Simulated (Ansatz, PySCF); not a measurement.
Pair of molecules: H2O (SMILES O) (first 3 atoms) with SO2 (SMILES O=S=O); geometry from B3LYP-D3(BJ)/def2-TZVP, rigid monomers moved along the line of their centres of mass till O1···S5 is 2.44 Å.
(charge 0, multiplicity 1):
```json
[
 {"atom": "O", "x (Å)": "0.5057", "y (Å)": "-0.0902", "z (Å)": "0.6105"},
 {"atom": "H", "x (Å)": "0.6067", "y (Å)": "0.8503", "z (Å)": "0.4224"},
 {"atom": "H", "x (Å)": "-0.3627", "y (Å)": "-0.3346", "z (Å)": "0.2694"},
 {"atom": "O", "x (Å)": "-1.1192", "y (Å)": "-0.6656", "z (Å)": "2.9126"},
 {"atom": "S", "x (Å)": "0.2331", "y (Å)": "-0.1829", "z (Å)": "3.0334"},
 {"atom": "O", "x (Å)": "0.4329", "y (Å)": "1.2384", "z (Å)": "3.1610"}
]
```

Counterpoise-corrected where a basis set is named; no monomer relaxation. Rows marked so take none.

Rows in 3-21G, 6-311+G** carry no dispersion term and start afresh at each structure.

Programs: Ansatz (a first-principles code) with Gaussian orbitals; PySCF for 3-21G rows, 6-311+G** rows, the dispersion terms. 

Question: Estimate the interaction energy that B3LYP/3-21G (no counterpoise) returns for this input.

Answer: -57 kJ/mol

Question: What interaction energy does PBE0-D3(BJ)/def2-TZVPPD give?

Answer: -18 kJ/mol

Question: Estimate the interaction energy that B3LYP/6-311+G** (no counterpoise) returns for this input.

Answer: -12 kJ/mol
